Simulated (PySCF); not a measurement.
SMILES N#C[C@@H]1[SiH2]NC[C@@H]1F, C$_{4}$H$_{7}$FN$_{2}$Si

Geometry:
```
atom   x (Å)   y (Å)   z (Å)
  N1   1.884  -2.399  -1.561
  C2   1.383  -1.662  -0.842
  C3   0.728  -0.772   0.056
 Si4  -1.180  -1.001   0.179
  N5  -1.329   0.632   0.674
  C6  -0.184   1.489   0.445
  C7   0.832   0.691  -0.369
  F8   0.490   0.799  -1.703
  H9   1.180  -0.880   1.045
 H10  -1.752  -1.374  -1.113
 H11  -1.528  -1.913   1.266
 H12  -2.181   1.112   0.905
 H13  -0.460   2.387  -0.118
 H14   0.264   1.799   1.398
 H15   1.846   1.101  -0.286
```

Method: TDDFT CAM-B3LYP/def2-SVPD circular dichroism and optical rotation, one conformer, gas phase (PySCF). Geometry: GFN2-xTB.

The molecule is flexible and this is one conformer; a measurement averages over conformers.

(1) Assign R or S to each stereocentre.

(2) List the lowest 8 singlet excitations with oscillator and rotatory strengths.

Results:

(1) C3 S, C7 S.

(2) Rotatory strengths R in 10⁻⁴⁰ esu² cm², velocity form and length form (origin at the centre of mass); f in length form.
```tsv
state	E (eV)	λ (nm)	f	R (velocity)	R (length)	main
1	5.97	208	0.006	-1.3	-1.6	HOMO→LUMO 0.96
2	6.43	193	0.005	-11.2	-10.8	HOMO→LUMO+1 0.85, HOMO→LUMO+4 0.09
3	7.23	172	0.002	-0.2	-0.2	HOMO→LUMO+3 0.43, HOMO→LUMO+2 0.35
4	7.37	168	0.005	-10.6	-10.2	HOMO−1→LUMO+1 0.22, HOMO−1→LUMO+2 0.19
5	7.61	163	0.010	-2.2	-1.9	HOMO→LUMO+2 0.43, HOMO→LUMO+4 0.22
6	7.73	160	0.003	+18.9	+19.5	HOMO→LUMO+4 0.51, HOMO→LUMO+3 0.21
7	7.81	159	0.054	+19.8	+18.2	HOMO−1→LUMO 0.61, HOMO−1→LUMO+1 0.17
8	7.94	156	0.005	-0.3	-0.3	HOMO−1→LUMO+5 0.17, HOMO−2→LUMO+2 0.13
```

Among the states computed, the strongest CD band (largest |R|) is state 7. The largest dissymmetry factor in size, g = 4R/(D+G), with D and G the electric and magnetic dipole strengths, is +0.07 for state 6 (velocity form, f = 0.003), among bands with |R| over 0.5. The mirror image has the same energies and oscillator strengths and all R with the opposite sign.
